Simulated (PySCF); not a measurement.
**Calculated properties of K2H2 ((KH)2 ring)**

(KH)2 ring, K₂H₂.
Z-matrix (Å and degrees, PBE0-D3(BJ)/def2-SVP geometry), rows numbered from 1:
```
K 
H   1  2.4872
K   2  2.4935  1   91.44
H   3  2.4873  2   88.55  1    -0.00
```

PBE0-D3(BJ)/def2-SVP geometry optimisation, gas phase (PySCF):

- Point group: D2h
- Rotational constants A, B, C: 82.949, 2.040, 1.991 GHz

CAM-B3LYP/def2-SVPD ground state, ΔSCF and vertical TDDFT (core frozen in the response) (PySCF):

- Dipole moment: 0.00 D
- HOMO energy: -5.55 eV
- LUMO energy: -0.22 eV
- HOMO–LUMO gap: 5.33 eV
- Lowest singlet excitation: 3.14 eV (395 nm, f = 0.000)
- Strongest line among the 10 lowest singlet transitions: S4 at 3.88 eV (319 nm, f = 0.334)
- Lowest triplet excitation (Tamm–Dancoff): 3.08 eV
- Static isotropic polarisability: 68.8 au
- Vertical ionisation energy: 6.32 eV
- Electronic spatial extent ⟨r²⟩ about the centre of nuclear charge: 515 bohr²

B3LYP/pcSseg-1 ground state and GIAO shieldings, non-relativistic (PySCF):

* 1H chemical shifts (computed TMS as zero) by class: 5.76 (H2/H4) ppm
* Isotropic shieldings of nuclei other than C and H, by class: 1161 (K1/K3) ppm

Monoisotopic mass from the formula: 79.9431 u.

The polarisability is 10.20 Å³ as a volume (1 au = 0.148185 Å³), or 1.72 au for each of the 40 electrons. The largest Löwdin shares of the HOMO are 0.30 on H2, 0.30 on H4, 0.20 on K1 and 0.20 on K3. The rotational constants make it an asymmetric top with κ = (2B − A − C)/(A − C) = -1.00, nearer the prolate limit (−1). In wavenumbers S1 is 25300 cm⁻¹ (1 eV = 8065.54 cm⁻¹). With B = h/(8π²I), that is 505.379 GHz u Å² over I, the principal moments of inertia are 6.1, 247.7 and 253.8 u Å² (most abundant isotopes). Point group D2h forbids a permanent dipole, so the rigid molecule has no electric-dipole pure rotational spectrum.

For the geometry optimisation (PBE0-D3(BJ)/def2-SVP), hardware: one thread, Arm Neoverse V1 (shared host). Cost: 6.2 s of wall time.
